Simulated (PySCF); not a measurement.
Telling isomers of C₅H₇FO apart by NMR

- GIAO PBE0/pcSseg-1 shieldings
- geometry from GFN2-xTB
- J couplings at B3LYP/pcJ-1 (spin–dipole term left out of most H,H and C,H couplings)
- program: PySCF 2.14
- equivalent nuclei averaged, non-relativistic Hamiltonian, in vacuum, one conformer

δ = σ(ref) − σ, references computed at the same level: $^{1}$H, $^{13}$C against TMS. Multiplet labels drop J under 1 Hz and among equivalent protons, and merge close values. Unscaled 3J(H,H) run several per cent high. Splittings of carbon signals by F and P are missing where no couplings were computed. Where no couplings were computed, multiplicities follow the n + 1 count of equivalent neighbours, and m marks all less simple cases (inequivalent or close neighbours, rings, F or P nearby). One-bond C–F couplings are unscaled and too large by tens of Hz. Shifts are as computed. Against solution values, carbons near 30 ppm lie about +3 ppm off and those near 130 ppm about +5 ppm. Of 1211 compounds with measured shifts, 218 miss one by over three times the rms of a fit or turn the order of signals round; such compounds aren't used in these exercises.

(1) Tabulate the signals of `CC1(C(=O)F)CC1`, `CC/C=C\C(=O)F`, `F[C@H]1C=CCOC1` and their relative energies.

(2) What is the quickest way to tell CC1(C(=O)F)CC1 from F[C@H]1C=CCOC1?

(3) What is the quickest way to tell CC1(C(=O)F)CC1 from CC/C=C\C(=O)F?

(4) What is the quickest way to tell CC/C=C\C(=O)F from F[C@H]1C=CCOC1?

Answers

(1) 
```json
{"SMILES": "CC1(C(=O)F)CC1", "carbon types": "2×C 2×CH2 1×CH3", "δC": "174.4, 21.4, 19.6, 19.4", "δH": "1.45 (m, 2H), 1.38 (s, 3H), 0.82 (m, 2H)", "E rel. (kcal/mol)": "0.0"}
{"SMILES": "CC/C=C\\C(=O)F", "carbon types": "1×C 2×CH 1×CH2 1×CH3", "δC": "177.1, 165.1, 121.0, 29.4, 15.4", "δH": "7.10 (ddt, 1H), 6.02 (ddt, 1H), 3.00 (qdd, 2H), 1.23 (t, 3H)", "E rel. (kcal/mol)": "0.5"}
{"SMILES": "F[C@H]1C=CCOC1", "carbon types": "3×CH 2×CH2", "δC": "136.9, 135.8, 86.0, 70.5, 69.5", "δH": "6.39 (m, 1H), 5.97 (m, 1H), 5.29 (m, 1H), 4.35 (m, 1H), 4.33 (m, 1H), 4.31 (m, 1H), 3.50 (m, 1H)", "E rel. (kcal/mol)": "21.8"}
```

Energies are electronic energies at PBE0/pcSseg-1 on these geometries, without zero-point or thermal terms, each for the one conformer computed, which needn't be the lowest.

(2) Count the carbon signals: 4 against 5. The first has a carbonyl carbon (C) at 174.4 ppm, the second an alkene CH at 136.9 ppm. In the proton spectra the most deshielded non-exchanging signals are 1.45 (m, 2H) and 6.39 (m, 1H).

(3) Count the carbon signals: 4 against 5. The first has a three-membered-ring carbon (C) at 19.4 ppm, the second a β carbon of a C=C–C=O unit (CH) at 177.1 ppm. Their most deshielded carbons lie at 174.4 and 177.1 ppm. In the proton spectra the most deshielded non-exchanging signals are 1.45 (m, 2H) and 7.10 (ddt, J = 12.2, 9.7, 5.9 Hz, 1H).

(4) Both give the same number of carbon signals, but DEPT or the intensities differ. The first has a carbonyl carbon (C) at 165.1 ppm, the second an sp3 CH2 bonded to O at 70.5 ppm. Their most deshielded carbons lie at 177.1 and 136.9 ppm. In the proton spectra the most deshielded non-exchanging signals are 7.10 (ddt, J = 12.2, 9.7, 5.9 Hz, 1H) and 6.39 (m, 1H).
